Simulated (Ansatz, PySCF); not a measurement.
Gas-phase reaction (SMILES): C[SiH](C)N[SiH3] + 4 [H][H] (H2) -> 2 C (CH4) + N (NH3) + 2 [SiH4] (SiH4); energy of full hydrogenation.

Geometries: B3LYP-D3(BJ)/def2-TZVP minima from Ansatz (an electronic-structure program), one conformer each, not searched for the lowest. Correlated levels leave the core frozen unless marked. No spin-orbit coupling. Non-relativistic. CBS(X,Y): correlation extrapolated as X^-3; Hartree-Fock from the larger set. Thermal terms are rigid-rotor harmonic-oscillator values from B3LYP-D3(BJ) frequencies (PySCF) at 298.15 K and 1 atm. 1 Eh = 627.5095 kcal/mol.

```json
[
 {"species": "C[SiH](C)N[SiH3]", "E, CCSD(T)/CBS(cc-pV(T+d)Z,cc-pV(Q+d)Z) (Ansatz) (Eh)": "-715.64521", "E, wB97X-V/def2-TZVPD (Ansatz) (Eh)": "-716.58391", "H - E (Eh)": "0.13421"},
 {"species": "[H][H] (H2)", "E, CCSD(T)/CBS(cc-pV(T+d)Z,cc-pV(Q+d)Z) (Ansatz) (Eh)": "-1.17450", "E, wB97X-V/def2-TZVPD (Ansatz) (Eh)": "-1.17238", "H - E (Eh)": "0.01336"},
 {"species": "C (CH4)", "E, CCSD(T)/CBS(cc-pV(T+d)Z,cc-pV(Q+d)Z) (Ansatz) (Eh)": "-40.45816", "E, wB97X-V/def2-TZVPD (Ansatz) (Eh)": "-40.51531", "H - E (Eh)": "0.04840"},
 {"species": "N (NH3)", "E, CCSD(T)/CBS(cc-pV(T+d)Z,cc-pV(Q+d)Z) (Ansatz) (Eh)": "-56.50369", "E, wB97X-V/def2-TZVPD (Ansatz) (Eh)": "-56.56167", "H - E (Eh)": "0.03799"},
 {"species": "[SiH4] (SiH4)", "E, CCSD(T)/CBS(cc-pV(T+d)Z,cc-pV(Q+d)Z) (Ansatz) (Eh)": "-291.45815", "E, wB97X-V/def2-TZVPD (Ansatz) (Eh)": "-291.83995", "H - E (Eh)": "0.03520"}
]
```

Question: Work out ΔE and ΔH at 298.15 K at the first level, then ΔH at the second.

Answer: 
1. ΔE = [2×(-40.45816) + (-56.50369) + 2×(-291.45815)] - [(-715.64521) + 4×(-1.17450)] = 0.00690 Eh = 4.3 kcal/mol at CCSD(T)/CBS(cc-pV(T+d)Z,cc-pV(Q+d)Z).
2. The terms H - E add up to 0.01754 Eh, so ΔH = (0.00690 + (0.01754))×627.5095 = 15.3 kcal/mol.
3. At wB97X-V/def2-TZVPD the same steps give ΔE = 0.8 and ΔH = 11.8 kcal/mol, a shift of -3.5 from the first level.
4. These values are not checked against measurement here, since the tables used lack a sound gas-phase enthalpy of formation for at least one species.
